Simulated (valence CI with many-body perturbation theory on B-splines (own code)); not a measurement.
## Mo11+: calculated level list

Computed by relativistic CI+MBPT: three valence electrons over a frozen Dirac-Fock core [Ar] 3d10, radial functions for each j: 11 s, 11 p, 10 d, 8 f, 5 g, 2 h, with the one-electron correlation potential Σ1, the two-electron term Σ2, the three-electron term Σ3, Breit, model QED; selected CI, second order for the rest, scaled by the run's own slope (own B-spline code, finite nucleus).

No measured spectrum was set against this ion. As an estimate, levels hold to about 250 cm⁻¹ or 0.2 % of their energy and the worst to 1 %, as in measured heavy ions of charge 2 to 7; those with d or f electrons hold less well.

Levels 91 to 135 of 200, with energies above the lowest level, 4s2.4p 2P°_1/2. "Leading %" is the weight of the configuration and term that name the level; weights of strongly mixed levels are sums over their largest components and can fall short. In the jj column 3d3/2^4 stands for four electrons in 3d with j = 3/2.

```
No.  Configuration  Term    J  E (cm⁻¹)  Leading %  Second component             Leading jj
 91       4s.4p.4f    4D  3/2   1021200         74    11 % 4s.4d2 4F  4s 4p3/2 4f5/2 (53 %)
 92       4s.4p.4f    2F  5/2   1021600         46    14 % 4p2.4d 2F  4s 4p3/2 4f7/2 (25 %)
 93         4s2.5d    2D  3/2   1022600         84   9 % 4s.4p.4f 4D      4s^2 5d3/2 (84 %)
 94         4s2.5d    2D  5/2   1024600         90                        4s^2 5d5/2 (90 %)
 95       4s.4p.4f    4D  1/2   1025400         97                    4s 4p3/2 4f5/2 (97 %)
 96       4s.4p.4f    2F  7/2   1029100         56    17 % 4p2.4d 2F  4s 4p3/2 4f7/2 (45 %)
 97         4s.4d2    4F  3/2   1034700         57  19 % 4s.4p.4f 4F      4s 4d3/2^2 (26 %)
 98         4s.4d2    2D  5/2   1035700         30  20 % 4s.4p.4f 2D  4s 4p3/2 4f7/2 (37 %)
 99         4s.4d2    4F  5/2   1037700         56  27 % 4s.4p.4f 4F  4s 4d3/2 4d5/2 (32 %)
100         4s.4d2    2D  3/2   1038300         38  19 % 4s.4p.4f 2D      4s 4d3/2^2 (32 %)
101         4s.4d2    4P  1/2   1039300         98                        4s 4d3/2^2 (44 %)
102         4s.4d2    4F  7/2   1039500         66  28 % 4s.4p.4f 4F  4s 4d3/2 4d5/2 (54 %)
103         4s.4d2    4P  3/2   1040700         89     4 % 4s.4d2 2D  4s 4d3/2 4d5/2 (79 %)
104         4s.4d2    4F  9/2   1041200         71  26 % 4s.4p.4f 4F      4s 4d5/2^2 (53 %)
105         4s.4d2    4P  5/2   1042400         91                        4s 4d5/2^2 (53 %)
106       4s.4p.5p    4D  1/2   1054600         69  26 % 4s.4p.5p 2P  4s 4p1/2 5p1/2 (96 %)
107       4s.4p.4f    2G  7/2   1055300         46  25 % 4s.4p.4f 2F  4s 4p1/2 4f7/2 (25 %)
108       4s.4p.5s   2P°  1/2   1056500         95                       4s 4p3/2 5s (76 %)
109       4s.4p.5s   2P°  3/2   1057700         94                       4s 4p3/2 5s (79 %)
110       4s.4p.4f    2F  5/2   1057900         59    32 % 4s.4d2 2F  4s 4p3/2 4f5/2 (44 %)
111       4s.4p.5p    4D  3/2   1061700         65  25 % 4s.4p.5p 2P  4s 4p1/2 5p1/2 (75 %)
112       4s.4p.4f    2F  7/2   1062600         33    31 % 4s.4d2 2F  4s 4p3/2 4f7/2 (34 %)
113       4s.4p.4f    2G  9/2   1070500         83    11 % 4s.4d2 2G  4s 4p3/2 4f7/2 (63 %)
114       4s.4p.5p    4P  1/2   1070800         90   5 % 4s.4p.5p 2S  4s 4p1/2 5p1/2 (66 %)
115       4s.4p.5p    4P  3/2   1070800         31  24 % 4s.4p.5p 2P  4s 4p1/2 5p3/2 (90 %)
116       4s.4p.5p    2P  1/2   1073900         64  26 % 4s.4p.5p 4D  4s 4p1/2 5p3/2 (60 %)
117       4s.4p.5p    4D  5/2   1075400         80  12 % 4s.4p.5p 4P  4s 4p1/2 5p3/2 (68 %)
118       4s.4p.4f    2D  5/2   1080500         47    26 % 4s.4d2 2D      4s 4d3/2^2 (17 %)
119       4s.4p.5p    4P  3/2   1082200         45  26 % 4s.4p.5p 2D  4s 4p1/2 5p3/2 (61 %)
120       4s.4p.4f    2D  3/2   1089600         36    21 % 4s.4d2 2D  4s 4p3/2 4f7/2 (29 %)
121       4s.4p.5p    2D  3/2   1090100         30  14 % 4s.4p.4f 2D  4s 4p3/2 5p1/2 (47 %)
122       4s.4p.5p    4P  5/2   1091400         64  19 % 4s.4p.5p 2D  4s 4p3/2 5p1/2 (74 %)
123       4s.4p.5p    4D  7/2   1095100         99                    4s 4p3/2 5p3/2 (99 %)
124       4s.4p.5p    4S  3/2   1100900         59  20 % 4s.4p.5p 2P  4s 4p3/2 5p3/2 (82 %)
125         4s.4d2    2S  1/2   1102100         74    16 % 4s.4d2 2P      4s 4d3/2^2 (47 %)
126       4s.4p.5p    2D  5/2   1105500         67  19 % 4s.4p.5p 4P  4s 4p3/2 5p3/2 (74 %)
127       4s.4p.4f    2D  3/2   1108300         48    31 % 4s.4d2 2P  4s 4p3/2 4f5/2 (37 %)
128         4s.4d2    2P  1/2   1108400         67    17 % 4s.4d2 2S  4s 4d3/2 4d5/2 (43 %)
129         4s.4d2    2P  3/2   1110700         51  26 % 4s.4p.4f 2D      4s 4d5/2^2 (37 %)
130       4s.4p.4f    2D  5/2   1110900         65    15 % 4s.4d2 2D  4s 4p3/2 4f7/2 (53 %)
131       4s.4p.4f    2G  9/2   1116600         46    43 % 4s.4d2 2G  4s 4d3/2 4d5/2 (33 %)
132         4s.4d2    2F  5/2   1117900         42  35 % 4s.4p.4f 2F  4s 4p3/2 4f5/2 (28 %)
133         4s.4d2    2F  7/2   1118100         25  20 % 4s.4p.4f 2G  4s 4d3/2 4d5/2 (39 %)
134       4s.4p.5p    2S  1/2   1118700         84   7 % 4s.4p.5p 2P  4s 4p3/2 5p3/2 (81 %)
135         4s.4d2    2F  7/2   1121000         22    22 % 4s.4d2 2G      4s 4d5/2^2 (34 %)
```

Names give the largest LS component (configuration and term), which can be under half, so a name can repeat, a term be missing and a line seem to break the LS rules; names also repeat where a configuration has a term twice.

Where two levels of one J and parity lie close, their mixing, g and order are uncertain.
